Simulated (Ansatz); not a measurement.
Correlation energies of `C1[O][Zn][S]1` by basis set

```xyz
6

C     0.309    0.344    0.177
O    -0.768    0.016    0.995
Zn   -1.400   -1.221   -0.245
S     0.317   -0.639   -1.454
H     0.278    1.395   -0.128
H     1.265    0.105    0.655
```

Total charge 0; spin multiplicity 1. For Zn the d shell is correlated and the shells below it are frozen. Scalar relativity is left out up to krypton. The structure was optimised at the PBE0-D4/def2-TZVP level. Frozen core, restricted reference, the Gaussian-basis code of Ansatz.

```
     basis      HF (Eh)  MP2 corr.
  def2-SVP  -2288.72598   -0.74767
def2-TZVPP  -2289.25089   -1.07901
def2-QZVPP  -2289.31042   -1.16055
```

**Question.** Estimate the CCSD correlation energy and the (T) correction in each basis where they were run (hartree).

**Answer.** 
```csv
basis,CCSD corr.,(T)
def2-SVP,-0.75032,-0.02438
def2-TZVPP,-1.04995,-0.04416
```
